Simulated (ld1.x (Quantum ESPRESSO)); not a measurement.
## Reading a pseudo-wave (Ni (Z = 28))

Columns: radius, all-electron u(r) and pseudo u(r) of the 3s shell (level -150.58 eV) of nickel in the configuration [Ne] 3s2 3p6 3d7 4s0 4p0; PBE, scalar-relativistic, TM scheme, ld1.x (Quantum ESPRESSO) 7.5.

```tsv
r (bohr)	all-electron	pseudo
0.075	-0.0601	0.2059
0.150	-0.6755	0.4060
0.225	-0.5193	0.5948
0.300	0.0003	0.7667
0.375	0.5373	0.9161
0.450	0.9432	1.0376
0.525	1.1881	1.1254
0.600	1.2930	1.1748
0.675	1.2954	1.1830
0.750	1.2310	1.1504
0.825	1.1284	1.0820
0.900	1.0081	0.9868
0.975	0.8835	0.8762
1.050	0.7630	0.7614
1.125	0.6514	0.6513
1.200	0.5511	0.5511
1.275	0.4627	0.4627
1.350	0.3862	0.3862
1.425	0.3205	0.3205
1.500	0.2649	0.2649
1.575	0.2181	0.2181
1.650	0.1790	0.1790
1.725	0.1464	0.1464
1.800	0.1195	0.1195
1.875	0.0973	0.0973
1.950	0.0790	0.0790
```

How many radial nodes do the two functions have?

The all-electron 3s function has n − l − 1 = 2 (the table is too coarse to show those close to the nucleus); the pseudo-wave has 0, since the states of the same l below it are removed with the core.

At about which radius was the pseudo-wave matched?

1.25 bohr. The columns agree to 0.0005 from 1.12 bohr on; several derivatives are matched, so the curves merge somewhat inside the radius.

Where does each function peak?

Outermost all-electron maximum near 0.68 bohr, pseudo maximum near 0.68 bohr (to the table’s step).

Is the pseudo-wave norm-conserving?

Yes: the TM scheme keeps the norm inside the radius equal to the all-electron one, which fixes the energy derivative of the logarithmic derivative at the level.
